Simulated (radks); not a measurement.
Effect of the nuclear size on neutral ytterbium, [Xe] 4f14 6s2. Calculated with a radial shooting solver on a logarithmic mesh with Libxc functionals: Dirac Kohn-Sham, relativistic LDA (MacDonald-Vosko exchange, VWN5 correlation), spin-unpolarised, spherical densities, finite nucleus; Fermi nuclear charge, rms radius 5.3108 fm. The rms radius is varied about that value; shifts are against it.

rms radius (fm)  total energy shift (eV)  density at nucleus (e/bohr^3)  1s1/2 shift (meV)  2s1/2 shift (meV)  5s1/2 shift (meV)  5p1/2 shift (meV)  6s1/2 shift (meV)  4f7/2 shift (meV)  6p1/2 (empty) shift (meV)
4.4186                             -12.1                      1.071e+06              -4930               -670              -5.15              0.490             -0.200              0.867                      0.169
4.9284                             -5.40                      1.036e+06              -2190               -298              -2.29              0.217             -0.089              0.385                      0.075
5.3108                                 0                      1.012e+06              0.000              0.000              0.000              0.000              0.000              0.000                      0.000
5.5976                              4.23                      9.962e+05               1720                233               1.79             -0.170              0.070             -0.302                     -0.059
5.8897                              8.69                      9.807e+05               3530                480               3.69             -0.350              0.143             -0.621                     -0.121

Slopes of the eigenvalues against <r^2> in GHz/fm^2, as finite differences over the two radii next to the reference (eigenvalue slopes, not the field-shift constants of lines): 1s1/2 134000, 2s1/2 18200, 5s1/2 140, 5p1/2 -13.3, 6s1/2 5.44, 4f7/2 -23.6, 6p1/2 (empty) -4.60.
